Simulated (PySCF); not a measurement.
Spin-rotation constants: `C1(C=O)=C[N]([GeH3])N=N1`, C₃H₅GeN₃O

Geometry:
```csv
atom,x (Å),y (Å),z (Å)
O1,3.233,1.374,0.099
C2,2.822,0.334,-0.350
C3,1.424,-0.058,-0.394
C4,0.289,0.618,0.038
N5,-0.736,-0.199,-0.244
Ge6,-2.577,-0.171,-0.040
N7,-0.253,-1.320,-0.819
N8,1.007,-1.243,-0.909
H9,3.494,-0.432,-0.778
H10,0.167,1.576,0.501
H11,-2.974,-1.457,-0.658
H12,-2.837,-0.073,1.428
H13,-3.062,1.050,-0.751
```

Computed with GIAO BHandHLYP/6-311G** magnetisability, rotational g tensor and spin-rotation constants, non-relativistic, gas phase (PySCF 2.14.0). Geometry: GFN2-xTB.

The calculation is non-relativistic, which matters for the atoms heavier than Zn.

(1) Give the nuclear spin-rotation constants along the inertial axes (H = +C I·J) beside the isotropic shieldings.

## Answers

(1) Rotational constants 5.2634, 0.6227, 0.5606 GHz. A star marks the isotopologue with that one atom substituted, in its own axes.
```tsv
atom	isotope	Caa (kHz)	Cbb (kHz)	Ccc (kHz)	mean (kHz)	σ (ppm)
N5	14N	1.163	0.083	0.039	0.428	4.2
N7	14N	1.476	0.170	0.052	0.566	-163.6
N8	14N	1.738	0.153	0.030	0.640	-150.9
H9	1H	-0.029	0.029	-0.047	-0.016	21.8
H10	1H	-0.540	0.074	-0.063	-0.176	23.8
H11	1H	-0.333	0.010	-0.052	-0.125	26.5
H12	1H	-0.451	-0.040	0.001	-0.163	27.0
H13	1H	-0.452	-0.035	-0.004	-0.164	27.0
O1	17O*	-4.125	-0.604	0.005	-1.575	-318.5
C2	13C*	2.786	0.271	0.124	1.060	0.3
C3	13C*	2.353	0.240	0.115	0.903	34.7
C4	13C*	1.934	0.288	0.076	0.766	49.9
Ge6	73Ge*	-1.270	-0.169	-0.159	-0.532	1513.6
```
For the geometry as given, no vibrational averaging.
